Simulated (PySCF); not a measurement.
C4H5Si, SMILES C1C=C[SiH]C=1 (connectivity only; charge and spin as stated), charge +1, multiplicity 1.

Geometry: PBE0-D3(BJ)/def2-SVP. The spin state was assumed, not searched. The isomer is the one that the SMILES or the coordinates give; other isomers of the formula were not compared.

Method: PBE/def2-TZVP (PySCF).

The molecule is in vacuum.

* **total energy**: -444.28320 hartree
* **point group**: C2v
* **highest occupied level**: -11.63 eV
* **lowest empty level**: -10.04 eV
* **orbital gap**: 1.59 eV
* **dipole moment about the centre of nuclear charge**: 1.23 D
* **mean static polarisability**: 58.6 bohr³ (8.69 Å³)
* **polarisability, principal values**: 35.6, 63.4, 76.8 bohr³
